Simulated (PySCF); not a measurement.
C8H12, charge +1, doublet, geometry from GFN2-xTB (a state made from the parent by changing its charge; the spin is typed, not shown lowest); DF-HF/def2-SVPD (PySCF).

Here is a job for PySCF.
```python
from pyscf import gto, scf

mol = gto.Mole()
mol.atom = '''
    C    -0.650118   -1.719502   -0.138704
    C     0.699814   -1.664786   -0.132598
    C     1.518393   -0.527560   -0.587468
    C     1.514462    0.524312    0.600382
    C     0.702224    1.663284    0.138568
    C    -0.647591    1.720892    0.133179
    C    -1.559162    0.611013    0.489579
    C    -1.556242   -0.607677   -0.502844
    H    -1.121948   -2.637151    0.186420
    H     1.246164   -2.484115    0.318688
    H     1.119944   -0.066997   -1.491422
    H     2.547913   -0.827088   -0.771930
    H     2.543012    0.821636    0.793606
    H     1.107344    0.064612    1.500906
    H     1.254151    2.481437   -0.308042
    H    -1.114669    2.639546   -0.195943
    H    -1.284614    0.218563    1.472581
    H    -2.579019    0.987743    0.536796
    H    -1.272493   -0.215824   -1.483469
    H    -2.576464   -0.982222   -0.558747
'''
mol.basis = 'def2-svpd'
mol.charge = 1
mol.spin = 1
mol.verbose = 4
mol.build()

mf = scf.UHF(mol)
mf = mf.density_fit(auxbasis='def2-universal-jkfit')
mf.kernel()
mf.analyze()
```

Question: Predict the main parts of the log of this PySCF run.

Answer: 
```
PySCF version 2.14.0

[INPUT] verbose = 4
[INPUT] num. atoms = 20
[INPUT] num. electrons = 59
[INPUT] charge = 1
[INPUT] spin (= nelec alpha-beta = 2S) = 1
[INPUT] symmetry False subgroup None
[INPUT] Mole.unit = angstrom
[INPUT] Symbol           X                Y                Z      unit          X                Y                Z       unit  Magmom
[...]
nuclear repulsion = 369.095234219856
number of shells = 112
number of NR pGTOs = 360
number of NR cGTOs = 256
basis = def2-svpd
ecp = {}

******** <class 'pyscf.df.df_jk.DFUHF'> ********
method = DFUHF
initial guess = minao
damping factor = 0
level_shift factor = 0
DIIS = <class 'pyscf.scf.diis.CDIIS'>
diis_start_cycle = 1
diis_space = 8
diis_damp = 0
SCF conv_tol = 1e-09
SCF conv_tol_grad = None
SCF max_cycles = 50
direct_scf = False
number electrons alpha = 30  beta = 29
Set gradient conv threshold to 3.16228e-05
******** <class 'pyscf.df.df.DF'> ********
auxbasis = def2-universal-jkfit
init E= -311.536287363501

cycle= 1 E= -309.22851540242  delta_E= 2.31  |g|= 0.418  |ddm|= 4.99
cycle= 2 E= -309.35133868322  delta_E= -0.123  |g|= 0.165  |ddm|=  1.2
cycle= 3 E= -309.366350353305  delta_E= -0.015  |g|= 0.0546  |ddm|= 0.705
cycle= 4 E= -309.368795770042  delta_E= -0.00245  |g|= 0.0113  |ddm|= 0.233
cycle= 5 E= -309.368988620546  delta_E= -0.000193  |g|= 0.00602  |ddm|= 0.0562
cycle= 6 E= -309.369099842907  delta_E= -0.000111  |g|= 0.00446  |ddm|= 0.0363
cycle= 7 E= -309.36917582909  delta_E= -7.6e-05  |g|= 0.00345  |ddm|= 0.0288
cycle= 8 E= -309.369253306689  delta_E= -7.75e-05  |g|= 0.0028  |ddm|= 0.0359
cycle= 9 E= -309.369319973374  delta_E= -6.67e-05  |g|= 0.00231  |ddm|= 0.0365
cycle= 10 E= -309.369384189353  delta_E= -6.42e-05  |g|= 0.00165  |ddm|= 0.0488
cycle= 11 E= -309.369430585579  delta_E= -4.64e-05  |g|= 0.000662  |ddm|= 0.0666
cycle= 12 E= -309.369435259964  delta_E= -4.67e-06  |g|= 0.000266  |ddm|= 0.0218
cycle= 13 E= -309.369435691889  delta_E= -4.32e-07  |g|= 0.000137  |ddm|= 0.0054
cycle= 14 E= -309.369435785923  delta_E= -9.4e-08  |g|= 5.66e-05  |ddm|= 0.00222
cycle= 15 E= -309.369435797489  delta_E= -1.16e-08  |g|= 2.26e-05  |ddm|= 0.000797
cycle= 16 E= -309.369435799031  delta_E= -1.54e-09  |g|= 1.6e-05  |ddm|= 0.000145
cycle= 17 E= -309.369435800246  delta_E= -1.22e-09  |g|= 1.62e-05  |ddm|= 0.000144
cycle= 18 E= -309.369435800287  delta_E= -4.07e-11  |g|= 1.63e-05  |ddm|= 6.21e-06
Extra cycle  E= -309.369435801538  delta_E= -1.25e-09  |g|= 1.91e-05  |ddm|= 0.000107
[...]
converged SCF energy = -309.369435801538  <S^2> = 0.79310152  2S+1 = 2.0426468
Total Energy =                        -309.369435801538259
[...]
spin_pop of  19 H 2pz       0.00001
spin_pop of  19 H 3px       0.00001
spin_pop of  19 H 3py       0.00000
spin_pop of  19 H 3pz       0.00004
 ** Mulliken Spin Density (per atom)  **
spin density of  0 C =      0.35353
spin density of  1 C =      0.06777
spin density of  2 C =      0.06043
spin density of  3 C =      0.06038
spin density of  4 C =      0.06806
spin density of  5 C =      0.35370
spin density of  6 C =      0.00391
spin density of  7 C =      0.00393
spin density of  8 H =     -0.01644
spin density of  9 H =     -0.00013
spin density of  10 H =     -0.00315
spin density of  11 H =      0.01017
spin density of  12 H =      0.01017
spin density of  13 H =     -0.00314
spin density of  14 H =     -0.00014
spin density of  15 H =     -0.01645
spin density of  16 H =      0.01866
spin density of  17 H =      0.00504
spin density of  18 H =      0.01865
spin density of  19 H =      0.00504
 ** Mulliken pop alpha/beta on meta-lowdin orthogonal AOs **
 ** Mulliken pop       alpha | beta **
In total            30.00000 | 29.00000
 ** Mulliken atomic charges   ( Nelec_alpha | Nelec_beta ) **
charge of  0C =      0.02257  (     3.16548      2.81195 )
charge of  1C =      0.02299  (     3.02239      2.95462 )
charge of  2C =     -0.13105  (     3.09574      3.03531 )
charge of  3C =     -0.13107  (     3.09573      3.03535 )
charge of  4C =      0.02315  (     3.02246      2.95439 )
charge of  5C =      0.02271  (     3.16550      2.81179 )
charge of  6C =     -0.14733  (     3.07562      3.07171 )
charge of  7C =     -0.14732  (     3.07563      3.07169 )
charge of  8H =      0.13035  (     0.42660      0.44305 )
charge of  9H =      0.13119  (     0.43434      0.43447 )
charge of  10H =      0.11086  (     0.44300      0.44615 )
charge of  11H =      0.13081  (     0.43968      0.42951 )
charge of  12H =      0.13081  (     0.43968      0.42951 )
charge of  13H =      0.11087  (     0.44299      0.44614 )
charge of  14H =      0.13121  (     0.43433      0.43447 )
charge of  15H =      0.13037  (     0.42659      0.44304 )
charge of  16H =      0.10949  (     0.45459      0.43593 )
charge of  17H =      0.11997  (     0.44254      0.43749 )
charge of  18H =      0.10947  (     0.45459      0.43594 )
charge of  19H =      0.11996  (     0.44254      0.43750 )

WARN: System has nonzero charge 1; the dipole moment is origin-dependent.
Location of origin: [0. 0. 0.]

Dipole moment(X, Y, Z, Debye):  0.48466,  0.00203,  0.00231
```
